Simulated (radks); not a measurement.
The mean radii <r> (bohr) of the occupied orbitals of an atom or ion are listed with their occupations. Calculated with a radial shooting solver on a logarithmic mesh with Libxc functionals: scalar-relativistic Kohn-Sham, BLYP, spin-polarised, spherical densities, finite nucleus; Fermi nuclear charge, rms radius of each element as measured or else 0.836 A^(1/3) + 0.57 fm.

| orbital | occ. | <r> |
|---|---|---|
| 1s up | 1 | 0.03707 |
| 1s down | 1 | 0.03707 |
| 2s up | 1 | 0.1626 |
| 2s down | 1 | 0.1626 |
| 2p up | 3 | 0.1417 |
| 2p down | 3 | 0.1417 |
| 3s up | 1 | 0.4586 |
| 3s down | 1 | 0.4586 |
| 3p up | 3 | 0.4623 |
| 3p down | 3 | 0.4623 |
| 3d up | 5 | 0.4527 |
| 3d down | 5 | 0.4526 |
| 4s up | 1 | 1.214 |
| 4s down | 1 | 1.209 |
| 4p up | 3 | 1.371 |
| 4p down | 3 | 1.364 |
| 5s up | 1 | 3.362 |
| 4d up | 2 | 2.141 |

Name the element and its charge. Open shells, if any, are filled with parallel spins first.

Answer. Z = 40, zirconium, charge +1: Zr+ in [Kr] 4d2 5s1. The 1s radius gives Z: for a bare nucleus <r> = (2 gamma + 1)/(2Z) with gamma = sqrt(1 - (Z/c)^2), 0.03641 bohr for Z = 40, and screening makes it slightly larger (0.03707 here). The occupations add up to 39, and the charge is Z minus that.
